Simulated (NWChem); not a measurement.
Molecule: GeH4; SMILES [GeH4]

```xyz
5

Ge     0.0000     0.0000     0.0000
H      1.0627     0.0000    -1.1108
H      0.4317     0.9580     1.1221
H     -0.1477    -1.4209     0.5679
H     -1.3467     0.4629    -0.5792
```
Atoms are numbered in this order, from 1.

Results from NWChem. The geometry was optimised at PBE0/def2-SVP. Vertical excitations in the gas phase; the lowest state need not have the same character in each row.

```tsv
level	lowest excitation, singlet (eV)	oscillator strength of that lowest state	orbital gap (eV)
PBE/def2-SVP, full TDDFT	9.08	0.000	9.01
B3LYP/def2-SVP, full TDDFT	9.39	0.000	10.71
BHandHLYP/def2-SVP, full TDDFT	9.85	0.000	13.26
PBE0/def2-SVP, full TDDFT	9.49	0.000	11.18
```
